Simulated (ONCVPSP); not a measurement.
## What the settings do to the ONCV potential of Mg (Z = 12)

Base potential:

| Item | Value |
| --- | --- |
| Element | Mg (Z = 12) |
| Generator | ONCVPSP 4.0.1 |
| Type | optimised norm-conserving Vanderbilt (ONCV) |
| Functional | PBE |
| Relativity | fully relativistic |
| Frozen core | [Ne] |
| Valence charge | 2 |
| Reference configuration | 3s1 (charge +1) |
| Partial waves | 3s: rc 2.10 bohr, ncon 3, nbas 6, qcut 2.7 1/bohr, 3 projectors, debl 0.5 Ha; p scattering state at 0.17 Ha: rc 2.20 bohr, ncon 4, nbas 8, qcut 3.7 1/bohr, 3 projectors, debl 0.8 Ha; d scattering state at 0.05 Ha: rc 2.25 bohr, ncon 5, nbas 10, qcut 4.6 1/bohr, 1 projector |
| Local potential | polynomial inside 1.90 bohr (lpopt 5, dvloc0 1 Ha) |
| Core correction | polynomial model core, fcfact 0.25 |

Open shells are filled in proportion to 2j + 1.

In the p channel the program set the typed energies aside and used 0.050, 0.850, 1.650 Ha (j = l + 1/2; the other j can differ).

All-electron outer shells of the reference configuration (PBE, scalar-relativistic, ld1.x):

| shell | level (eV) | outermost node (bohr) | outermost maximum (bohr) |
| --- | --- | --- | --- |
| 2p | -55.68 | – | 0.48 |
| 3s | -11.38 | 0.89 | 2.35 |

Cutoffs, loose and tight: the cutoffs (Ha) at which the residual kinetic energy of the hardest occupied pseudo-wave falls to 1 and 0.1 mHa per electron. They do not see the model core or the augmentation charge, which bear on the density cutoff. Test errors are all-electron minus pseudo excitation energies from the reference, over the configurations 3s2; 3s1.5; 3s1 3p1; 3s0 3p2. A dash means not determined; rows that change the core or the reference have their own tests.

For the base: The cutoffs count occupied waves only; projector 3 of the p channel, the hardest unoccupied one, needs 58 Ha at the loose tolerance.

A true bound ghost makes a file unfit for plane-wave use even where its test errors are small: the radial tests pick states by their node count and pass the ghost by.

| change | outcome | cutoff, loose | cutoff, tight | bound ghosts | GHOST(+) flags above zero | largest test error (meV) |
| --- | --- | --- | --- | --- | --- | --- |
| base | generated, projector energies reset by the program | 4.0 Ha | 17 Ha | s, p3/2, p1/2 | p3/2, p1/2 | +14 |
| p: nproj 2 | generated, projector energies reset by the program | 4.0 Ha | 17 Ha | s | none | +14 |
| reference 3s0.5 | generated, projector energies reset by the program | 4.7 Ha | 19 Ha | s, p3/2, p1/2 | s, p3/2, p1/2 | +105 |
| s: nbas 8 | generated, projector energies reset by the program | 3.9 Ha | 28 Ha | s, p3/2, p1/2 | s, p3/2, p1/2 | +13 |
| p: rc 3 | generated, projector energies reset by the program | 4.0 Ha | 17 Ha | s | none | +14 |
